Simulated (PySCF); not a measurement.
C₂H₆O₂, SMILES C(CO)O.

Geometry: PBE-D3(BJ)/def2-SVP. Other conformers were not sampled.

The numbers are results of PBE-D3(BJ)/def2-SVP (PySCF), not measurements.

Harmonic, unscaled wavenumbers; measured fundamentals usually lie a few per cent lower.

Computed normal modes with their intensities:
| mode | ν (cm⁻¹) | IR (km/mol) | moving atoms (share of kinetic energy) |
|---|---|---|---|
| 1 | 177 | 7.2 | O 57 %, H 30 %, C 13 % |
| 2 | 271 | 100.7 | H 87 %, O 12 % |
| 3 | 327 | 4.1 | H 41 %, O 39 %, C 20 % |
| 4 | 505 | 116.5 | H 87 %, O 9 % |
| 5 | 531 | 23.5 | H 42 %, C 33 %, O 25 % |
| 6 | 863 | 26.6 | H 56 %, C 26 %, O 18 % |
| 7 | 885 | 13.9 | C 47 %, H 39 %, O 14 % |
| 8 | 1047 | 61.1 | H 51 %, C 38 %, O 10 % |
| 9 | 1060 | 55.6 | C 42 %, O 32 %, H 26 % |
| 10 | 1105 | 67.5 | C 38 %, H 33 %, O 28 % |
| 11 | 1150 | 19.1 | H 82 %, C 14 % |
| 12 | 1216 | 4.8 | H 88 %, C 8 % |
| 13 | 1248 | 39.9 | H 81 %, C 16 % |
| 14 | 1333 | 0.4 | H 79 %, C 18 % |
| 15 | 1374 | 34.9 | H 77 %, C 18 % |
| 16 | 1401 | 40.8 | H 64 %, C 32 % |
| 17 | 1430 | 4.3 | H 91 %, C 8 % |
| 18 | 1440 | 7.1 | H 91 %, C 8 % |
| 19 | 2884 | 58.9 | H 93 % |
| 20 | 2904 | 61.3 | H 95 % |
| 21 | 2957 | 72.7 | H 90 %, C 10 % |
| 22 | 3016 | 32.2 | H 91 %, C 9 % |
| 23 | 3635 | 44.6 | H 94 % |
| 24 | 3740 | 37.4 | H 94 % |
